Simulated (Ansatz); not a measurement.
Calculated with Ansatz (gas phase, PBE0-D4/def2-TZVP geometries, no zero-point term in ΔE). CCSD(T)/CBS is the MP2 limit (def2-TZVPP, def2-QZVPP) plus CCSD(T) − MP2 in def2-TZVPP, frozen cores. This one scheme is used for every species. Functionals use def2-TZVPP. Each species was taken in one conformer, which may not be the lowest.

Reaction (cleavage of the B–Al bond): `[AlH2][BH]Cl` + CH₃NH₂ → `CNBCl` + `[AlH3]`

```json
{"level": "PBE-D4", "ΔE (kJ/mol)": "-172.2"}
{"level": "B97M-V", "ΔE (kJ/mol)": "-191.9"}
{"level": "CAM-B3LYP-D4", "ΔE (kJ/mol)": "-187.6"}
{"level": "ωB97X-V", "ΔE (kJ/mol)": "-178.4"}
{"level": "r2SCAN", "ΔE (kJ/mol)": "-179.8"}
{"level": "PBE0", "ΔE (kJ/mol)": "-173.4"}
{"level": "CAM-B3LYP", "ΔE (kJ/mol)": "-186.2"}
{"level": "MP2/CBS(def2)", "ΔE (kJ/mol)": "-185.2"}
```

Task: What does CCSD(T)/CBS give? (Estimate.)

Result: Computed: -176.0 kJ/mol. The listed levels differ from it by 3.8, -15.9, -11.6, -2.4, -3.8, 2.6, -10.2, -9.2 kJ/mol.

Largest T1 diagnostic among the species: 0.013.

From PBE to PBE0 (25 % exact exchange), in def2-TZVPP and without D4, ΔE moves by −3.1 kJ/mol. Leaving LDA and LC-ωPBE aside and taking each functional with its dispersion term where it has one, the values, not all of them listed here, spread over 20.1 kJ/mol, from B97M-V to revPBE-D4. LDA lies −18.6 kJ/mol from PBE without D4. At CCSD(T), def2-SVP lies −19.2 kJ/mol from the extrapolated value and def2-TZVPP −2.2 kJ/mol.
